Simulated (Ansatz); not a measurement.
This geometry of a periodic cell of 63 atoms, Si₆₂Sb (host Si, host structure diamond, dopant Sb, one Si atom removed), cell charge +1 is a first-order saddle point.

Computed with Ansatz, DFT PBE-D3(BJ), scalar-relativistic, plane waves, PAW. Settings: PAW set soft_1, cutoff 420 eV, k mesh 1x1x1, fermi-dirac smearing 0.05 eV, no spin polarisation.

```xyz
63
Lattice="10.8600 0.0000 0.0000 0.0000 10.8600 0.0000 0.0000 0.0000 10.8600" Properties=species:S:1:pos:R:3
Si 5.547 -0.066 0.075
Si 6.832 1.393 1.361
Si 8.155 2.742 -0.031
Si 9.483 4.088 1.362
Si 8.176 0.038 2.705
Si 9.527 1.360 4.105
Si 0.010 -0.001 0.004
Si 1.384 1.333 1.360
Si 2.730 2.693 0.008
Si 4.078 4.067 1.350
Si 5.420 5.425 -0.017
Si 6.762 6.829 1.273
Si 8.169 8.158 -0.025
Si 9.510 9.508 1.357
Si 2.715 0.011 2.794
Si 4.085 1.381 4.087
Si 5.439 2.723 2.710
Si 6.787 4.086 4.064
Si 8.089 5.487 2.706
Si 9.478 6.802 4.061
Si 5.425 0.030 5.445
Si 6.803 1.377 6.797
Si 8.146 2.734 5.422
Si 9.508 4.078 6.785
Si 8.161 0.024 8.124
Si 9.521 1.359 9.504
Si 0.007 5.413 0.002
Si 1.349 6.781 1.371
Si 2.659 8.061 -0.060
Sb 4.824 8.913 1.997
Si -0.008 2.715 2.716
Si 1.344 4.077 4.073
Si 2.712 5.418 2.701
Si 3.988 6.703 4.157
Si 6.735 9.605 4.002
Si 0.008 -0.001 5.449
Si 1.374 1.353 6.805
Si 2.691 2.727 5.429
Si 4.066 4.029 6.826
Si 5.434 5.401 5.459
Si 6.785 6.800 6.769
Si 8.060 8.160 5.344
Si 9.462 9.492 6.746
Si 2.730 -0.004 8.164
Si 4.089 1.260 9.601
Si 5.416 2.663 8.198
Si 6.794 4.076 9.482
Si 8.143 5.444 8.126
Si 9.519 6.758 9.504
Si -0.006 8.147 2.718
Si 1.355 9.490 4.081
Si -0.017 5.447 5.417
Si 1.349 6.780 6.788
Si 2.712 8.158 5.447
Si 4.081 9.513 6.793
Si 0.006 2.720 8.143
Si 1.375 4.055 9.510
Si 2.700 5.425 8.137
Si 4.086 6.779 9.480
Si 5.441 8.153 8.137
Si 6.828 9.501 9.474
Si -0.034 8.140 8.122
Si 1.347 9.506 9.490
```

(1) Which two structures does it join? (They come from a converged band through this point; their orientation in space is the band's.)

(2) How far does it lie above each of them?

## Answers

(1) Contacts lost: Si1–Sb30, Si15–Sb30, Si29–Sb30. Contacts made: Si12–Sb30, Sb30–Si34, Sb30–Si35. The atom that moves furthest is Sb30, by 1.38 Å; four of its nearest neighbours are Si1 2.64, Si15 2.64, Si29 2.64, Si34 3.50 Å at the first end and Si12 2.63, Si34 2.63, Si35 2.63, Si29 3.49 Å at the last.

Initial state:

```xyz
63
Lattice="10.8600 0.0000 0.0000 0.0000 10.8600 0.0000 0.0000 0.0000 10.8600" Properties=species:S:1:pos:R:3
Si 5.469 0.040 -0.040
Si 6.785 1.384 1.341
Si 8.150 2.737 -0.003
Si 9.512 4.067 1.364
Si 8.127 0.005 2.681
Si 9.491 1.351 4.081
Si -0.011 0.013 -0.013
Si 1.359 1.356 1.333
Si 2.704 2.726 -0.013
Si 4.063 4.072 1.346
Si 5.397 5.448 -0.005
Si 6.840 6.735 1.298
Si 8.127 8.180 -0.004
Si 9.503 9.514 1.347
Si 2.680 0.037 2.751
Si 4.059 1.384 4.068
Si 5.424 2.726 2.706
Si 6.782 4.076 4.065
Si 8.141 5.435 2.721
Si 9.499 6.795 4.065
Si 5.397 0.005 5.412
Si 6.798 1.352 6.772
Si 8.138 2.724 5.420
Si 9.500 4.077 6.783
Si 8.150 0.003 8.123
Si 9.494 1.367 9.494
Si -0.017 5.429 -0.003
Si 1.335 6.793 1.343
Si 2.679 8.109 -0.038
Sb 4.383 9.197 1.663
Si 0.006 2.711 2.716
Si 1.366 4.088 4.081
Si 2.714 5.449 2.681
Si 4.021 6.739 4.121
Si 6.840 9.562 4.125
Si -0.017 0.003 5.431
Si 1.352 1.366 6.777
Si 2.714 2.736 5.432
Si 4.083 4.066 6.794
Si 5.439 5.436 5.424
Si 6.783 6.795 6.784
Si 8.142 8.140 5.426
Si 9.513 9.496 6.794
Si 2.704 0.012 8.134
Si 4.050 1.359 9.501
Si 5.434 2.712 8.148
Si 6.798 4.088 9.508
Si 8.138 5.441 8.136
Si 9.490 6.779 9.510
Si -0.010 8.153 2.707
Si 1.335 9.516 4.068
Si -0.008 5.440 5.420
Si 1.366 6.778 6.772
Si 2.714 8.178 5.411
Si 4.063 9.513 6.787
Si -0.005 2.723 8.137
Si 1.352 4.083 9.494
Si 2.714 5.427 8.124
Si 4.059 6.792 9.477
Si 5.424 8.153 8.134
Si 6.785 9.519 9.476
Si 0.006 8.143 8.149
Si 1.358 9.527 9.503
```

Final state:

```xyz
63
Lattice="10.8600 0.0000 0.0000 0.0000 10.8600 0.0000 0.0000 0.0000 10.8600" Properties=species:S:1:pos:R:3
Si 5.395 -0.001 0.001
Si 6.765 1.330 1.374
Si 8.133 2.709 -0.005
Si 9.519 4.056 1.369
Si 8.158 0.002 2.715
Si 9.509 1.357 4.074
Si -0.011 0.002 -0.002
Si 1.368 1.347 1.338
Si 2.713 2.726 -0.002
Si 4.076 4.067 1.361
Si 5.430 5.417 -0.002
Si 6.850 6.725 1.309
Si 8.158 8.145 -0.002
Si 9.508 9.499 1.361
Si 2.716 -0.001 2.680
Si 4.089 1.330 4.050
Si 5.435 2.716 2.720
Si 6.794 4.067 4.079
Si 8.161 5.414 2.730
Si 9.508 6.781 4.079
Si 5.430 0.002 5.443
Si 6.789 1.357 6.794
Si 8.148 2.715 5.433
Si 9.507 4.068 6.792
Si 8.133 0.005 8.151
Si 9.496 1.355 9.505
Si 0.006 5.442 -0.005
Si 1.385 6.810 1.374
Si 2.716 8.180 0.001
Sb 5.176 8.399 2.461
Si 0.011 2.704 2.722
Si 1.358 4.066 4.074
Si 2.713 5.417 2.715
Si 4.024 6.725 4.135
Si 6.850 9.551 4.135
Si 0.006 0.005 5.418
Si 1.360 1.355 6.781
Si 2.710 2.709 5.418
Si 4.084 4.056 6.804
Si 5.445 5.414 5.446
Si 6.794 6.781 6.793
Si 8.161 8.130 5.446
Si 9.519 9.491 6.804
Si 2.713 0.002 8.134
Si 4.053 1.347 9.513
Si 5.437 2.704 8.156
Si 6.789 4.066 9.503
Si 8.148 5.427 8.145
Si 9.509 6.786 9.503
Si -0.001 8.140 2.720
Si 1.385 9.486 4.050
Si 0.000 5.427 5.433
Si 1.358 6.786 6.794
Si 2.713 8.145 5.443
Si 4.076 9.499 6.793
Si -0.001 2.716 8.144
Si 1.360 4.079 9.505
Si 2.710 5.442 8.151
Si 4.089 6.810 9.530
Si 5.435 8.140 8.144
Si 6.765 9.486 9.530
Si 0.011 8.138 8.156
Si 1.368 9.522 9.513
```

(2) 0.32 eV above the first and 0.31 eV above the second. This is the barrier of this one path; another mechanism may lie lower. Limits of this set-up: coarse k mesh, no spin, though dangling bonds at a vacancy may carry it, charged cell in a uniform background, uncorrected.

The run took 7.2 min on 4 threads of Arm Neoverse V2 (shared host), peak memory 2.8 GiB.
